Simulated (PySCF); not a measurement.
This PySCF input asks for the NMR shieldings of `O=C[C@@H]([SiH3])[SiH2]/C=C\CF`, C5H11FOSi2; the geometry comes from GFN2-xTB.

```python
import basis_set_exchange as bse
import numpy as np
from pyscf import gto, dft
from pyscf.prop import nmr

atoms = """
O    -1.242308    0.688923   -2.324700
C    -1.912829    1.142144   -1.427522
C    -1.713326    0.854684   -0.005176
Si   -2.642508   -0.771061    0.391684
Si    0.168155    0.780150    0.380712
C     0.913496   -0.693753   -0.521386
C     2.197274   -1.017259   -0.561184
C     3.308992   -0.304127    0.134685
F     2.864763    0.687605    0.975001
H    -2.762353    1.819509   -1.661975
H    -2.183394    1.633176    0.598122
H    -4.075354   -0.560839    0.160475
H    -2.176454   -1.867847   -0.452586
H    -2.412413   -1.068963    1.805148
H     0.271072    0.632236    1.836289
H     0.736349    2.050709   -0.076677
H     0.234276   -1.305872   -1.097563
H     2.553223   -1.865876   -1.134416
H     3.892386   -0.999455    0.751746
H     3.975805    0.176594   -0.593105
"""
names = dict.fromkeys(["O", "C", "Si", "F", "H"], "pcSseg-1")
basis = {el: gto.basis.parse(bse.get_basis(n, elements=[el], fmt="nwchem")) for el, n in names.items()}
mol = gto.M(atom=atoms, basis=basis, charge=0, verbose=0)
mf = dft.RKS(mol, xc="PBE0")
mf.grids.level = 2
mf.grids.alignment = dft.numint.BLKSIZE   # the property module wants whole blocks of grid points
mf.conv_tol = 1e-9
mf.kernel()

calc = nmr.RKS(mf)   # GIAO
C = mf.mo_coeff
Co = C[:, mf.mo_occ > 0]
resp = mf.gen_response(singlet=True, hermi=2)
def vind(x):   # induced exchange potential for any number of trial vectors
    d = np.einsum("pi,xij,qj->xpq", C, 2 * x.reshape(-1, C.shape[1], Co.shape[1]), Co, optimize=True)
    return np.einsum("xpq,pi,qj->xij", resp(d - d.transpose(0, 2, 1)), C, Co, optimize=True).ravel()
mo1, _ = nmr.rhf.solve_mo1(calc, with_cphf=vind)
sigma = calc.kernel(mo1)
for i, s in enumerate(sigma):   # ppm
    w = np.linalg.eigvalsh((s + s.T) / 2)
    print("%2d %-2s iso %8.1f  s11 %8.1f  s22 %8.1f  s33 %8.1f" % (i, mol.atom_pure_symbol(i), w.mean(), *w))
```

Q: What does it print?

A: 
```
 0 O  iso   -337.1  s11   -925.0  s22   -432.0  s33    345.8
 1 C  iso    -22.2  s11   -123.4  s22    -40.5  s33     97.2
 2 C  iso    155.5  s11    125.1  s22    148.0  s33    193.4
 3 Si iso    420.9  s11    378.8  s22    423.8  s33    460.2
 4 Si iso    402.5  s11    366.0  s22    407.2  s33    434.2
 5 C  iso     59.3  s11    -52.0  s22     51.2  s33    178.6
 6 C  iso     37.0  s11    -81.6  s22     50.6  s33    142.0
 7 C  iso     96.9  s11     63.7  s22     79.0  s33    147.9
 8 F  iso    435.2  s11    398.3  s22    436.7  s33    470.7
 9 H  iso     21.3  s11     18.6  s22     19.4  s33     25.8
10 H  iso     29.8  s11     26.4  s22     28.9  s33     34.0
11 H  iso     27.5  s11     23.8  s22     25.6  s33     33.0
12 H  iso     27.7  s11     23.6  s22     27.3  s33     32.2
13 H  iso     27.7  s11     24.6  s22     25.8  s33     32.7
14 H  iso     27.2  s11     22.9  s22     27.3  s33     31.2
15 H  iso     27.0  s11     22.4  s22     27.3  s33     31.2
16 H  iso     25.1  s11     22.5  s22     23.5  s33     29.3
17 H  iso     25.2  s11     23.7  s22     23.9  s33     28.1
18 H  iso     26.2  s11     22.0  s22     25.6  s33     31.1
19 H  iso     26.2  s11     22.3  s22     25.5  s33     30.8
```

These numbers come from an equivalent density-fitted implementation of the same equations, which agrees with the script to about 0.01 ppm for H and up to a few tenths of a ppm for heavy atoms, so last digits may differ.

Q: Turn these shieldings into chemical shifts. Scale: H2O for ¹⁷O (σ = 336.08 ppm); TMS for ¹³C (σ = 186.93 ppm) and ²⁹Si (σ = 349.16 ppm) and ¹H (σ = 31.72 ppm); CFCl3 for ¹⁹F (σ = 170.95 ppm) (reference shieldings calculated alike).

A: Averaging equivalent atoms: O 0: 673.1; C 1: 209.1; C 6: 149.9; C 5: 127.7; C 7: 90.1; C 2: 31.4; Si 4: -53.3; Si 3: -71.8; F 8: -264.3; H 9: 10.44; H 16: 6.59; H 17: 6.47; H 19: 5.55; H 18: 5.48; H 15: 4.73; H 14: 4.56; H 11/12/13: 4.09; H 10: 1.94 ppm. Unscaled 19F shifts against computed CFCl3 carry errors that often reach 10 to 50 ppm. Unscaled 17O shifts of doubly bonded oxygen tend to come out too high, by tens of ppm or more. Experimental scales use liquid or dissolved standards, which lie at an offset from isolated H2O (liquid H2O: subtract about 36 ppm).

Size and cost of the density-fitted run: 222 basis functions, 110 s wall time on 1 thread of an Arm Neoverse N1, shared host; peak memory 1 GiB.
